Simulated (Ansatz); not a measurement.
C₃H₇B₂Cl, SMILES `C=CB(C)BCl` at its PBE0-D4/def2-TZVP geometry, where that method's forces vanish. Total charge 0; spin multiplicity 1.

```xyz
13

C     0.6275    1.4105    1.4972
C     0.6194    0.1287    1.1203
B     0.0137   -0.3371   -0.2321
C    -1.1573    0.4450   -0.9221
B     0.5966   -1.7315   -0.9567
Cl   -0.1327   -3.2683   -0.5168
H     0.1387    2.1793    0.9062
H     1.1402    1.7514    2.3923
H     1.1548   -0.5764    1.7550
H    -2.0636   -0.1561   -0.7583
H    -1.0537    0.5206   -2.0081
H    -1.3565    1.4363   -0.5080
H     1.4731   -1.8024   -1.7688
```

Task: What forces (eV/Å) does B3LYP-D4/def2-TZVPP give on these atoms in Ansatz 0.2.0? (Best estimate.)

Result: Ansatz gave: 
```
C1   0.015  0.166  0.070
C2   0.027 -0.108  0.000
B3   0.083 -0.101 -0.019
C4  -0.086  0.024 -0.034
B5   0.159  0.202 -0.113
Cl6 -0.087 -0.191  0.053
H7   0.044 -0.045  0.064
H8  -0.039 -0.011 -0.062
H9  -0.034  0.041 -0.038
H10  0.023  0.038 -0.012
H11 -0.010  0.013  0.045
H12  0.000 -0.046 -0.040
H13 -0.094  0.018  0.087
```

B3LYP here is the variant with VWN-RPA as its local correlation; programs differ in this.
